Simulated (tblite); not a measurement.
Species: FH6PSi2.
Geometry (GFN2-xTB, Å), atoms numbered from 1 in this order:
```xyz
10
FH6PSi2 angstrom
F      0.6742    2.0542   -0.6753
Si     0.4044    0.8105    0.3306
Si    -1.5681   -0.2039   -0.3683
P      2.3208   -0.3603    0.2939
H      0.3853    1.4948    1.6261
H     -1.3113   -1.5296   -0.9446
H     -2.4809   -0.3941    0.7622
H     -2.2685    0.5830   -1.3840
H      1.8509   -1.3331    1.1591
H      2.0020   -1.1167   -0.8222
```

Calculated harmonic vibrations of the isolated species, GFN2-xTB (tblite), most abundant isotopes, no scaling. The method is semi-empirical: single wavenumbers can be off by several per cent or more. Modes of hydrogen on phosphorus and silicon can be 10 to 20 % off. One conformer, not necessarily the lowest. The optimisation stopped once no atom felt more than 0.01 eV/Å.

Lowest wavenumbers of the output (negative numbers stand for imaginary wavenumbers):
```
mode    cm-1
  1     -32.0
  2      85.7
  3      98.0
  4     158.2
  5     173.9
  6     386.6
  7     443.4
  8     461.8
```

Q: Is this structure a minimum?

A: Not by this Hessian. 1 mode is imaginary beyond 20i (32i cm⁻¹), so at this level the point lies at or near a first-order saddle. The curvature is small, so loose convergence or finite differences may be the whole cause.

Q: Which atoms move in the imaginary mode?

A: 32i: H8 (Si–H hydrogen) 33 %, H7 (Si–H hydrogen) 32 %, H6 (Si–H hydrogen) 31 %. These are shares of the mass-weighted motion.

Q: What is the remedy?

A: Step along that mode in both directions, optimise again with tighter thresholds and repeat the frequencies. The zero-point energy of this point (32.7 kcal/mol) counts the 23 real modes alone, and thermal corrections from it aren't those of a minimum.
